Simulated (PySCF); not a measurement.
**A small calculation by hand: chemical shift, span and skew from a shielding tensor**

C₂H₄OSi, SMILES C(#C)[SiH2]O. Atoms are numbered in the order given.

```xyz
8

Si    -0.7476    -0.1627     0.2522
O     -1.1893     1.2243    -0.5844
C      1.0553    -0.5054     0.0806
C      2.2620    -0.7112    -0.0333
H     -1.5341    -1.2734    -0.3665
H     -1.0408    -0.0637     1.7252
H     -0.6718     2.0182    -0.3630
H      3.3234    -0.8989    -0.1351
```

Coordinates come from a PBE-D3(BJ)/def2-SVP optimisation. One conformer was computed; it need not be the lowest.

GIAO shieldings from B3LYP/pcSseg-1 in PySCF, non-relativistic, no solvent. The symmetric part of the tensor of C4 has the principal values -8.0, -2.5, 238.9 ppm. The same nucleus in TMS has σ = 181.3 ppm at this level (PySCF, at its B3LYP-D3(BJ)/def2-TZVP geometry).

Work out the isotropic shielding, the ¹³C shift against TMS, the span and the skew.


σ(iso) = (σ11 + σ22 + σ33)/3 = 76.1 ppm. δ = σ(ref) − σ(iso) = 181.3 − (76.1) = 105.2 ppm.
Span Ω = σ33 − σ11 = 246.9 ppm. Skew κ = 3(σ(iso) − σ22)/Ω = 0.96. Tumbling in solution averages the tensor to δ; in a static solid the shielding alone would spread this spin-1/2 line over Ω.
